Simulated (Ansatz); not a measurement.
Relaxation of BCl2H6NSi (11 atoms, charge 0, multiplicity 1), to a largest force component of 0.03 eV/Å in at most 50 steps.

These are results of RKS r2SCAN-D4/6-31G* (Ansatz 0.2.0), not measurements.

```xyz
11
Properties=species:S:1:pos:R:3:forces:R:3
B 0.216 -0.217 0.263 -0.05 -1.51 2.25
N 0.090 -0.795 1.601 0.33 0.55 -2.37
H -0.791 -1.144 1.954 0.00 0.00 0.00
H 0.863 -0.815 2.251 0.00 0.00 0.00
Cl 1.789 0.366 -0.281 0.01 0.00 0.00
Cl -1.174 -0.234 -0.825 0.00 0.00 0.00
Si -0.871 2.666 1.000 -0.28 0.75 -0.02
H -2.345 2.591 0.807 0.00 0.00 0.00
H -0.562 3.829 1.880 0.00 0.00 0.00
H -0.207 2.864 -0.312 0.00 0.00 0.00
H -0.402 1.427 1.639 0.00 0.20 0.15
```

Task: Where does it end, and by what steps?

Result: It converged. The force dipped under the threshold on the way, but the program's further checks kept it going. After 12 steps the energy has fallen by 0.377 eV; H9 moved furthest, 0.61 Å.

| step | energy less start (eV) | largest force component (eV/Å) | accepted |
| --- | --- | --- | --- |
| 0 | 0.0000 | 2.375 | yes |
| 1 | -0.2223 | 1.172 | yes |
| 2 | -0.3328 | 0.406 | yes |
| 3 | -0.3509 | 0.242 | yes |
| 4 | -0.3410 | 0.679 | no |
| 5 | -0.3674 | 0.084 | yes |
| 6 | -0.3733 | 0.037 | yes |
| 7 | -0.3736 | 0.140 | yes |
| 8 | -0.3757 | 0.091 | yes |
| 9 | -0.3763 | 0.012 | yes |
| 10 | -0.3769 | 0.059 | yes |
| 11 | -0.3770 | 0.058 | yes |
| 12 | -0.3771 | 0.026 | yes |

```xyz
11
Properties=species:S:1:pos:R:3
B 0.310 -0.547 0.319
N 0.223 -1.230 1.527
H -0.646 -1.613 1.873
H 1.022 -1.365 2.132
Cl 1.861 0.112 -0.224
Cl -1.135 -0.338 -0.688
Si -1.006 3.103 1.002
H -2.461 2.905 0.765
H -0.797 4.375 1.747
H -0.284 3.160 -0.294
H -0.482 1.974 1.818
```

Whether the end is a true minimum wasn't checked by a vibrational analysis.

Time of the run: 37 s on 4 threads of Arm Neoverse V1, with other jobs on the host, peak memory 0.18 GiB.
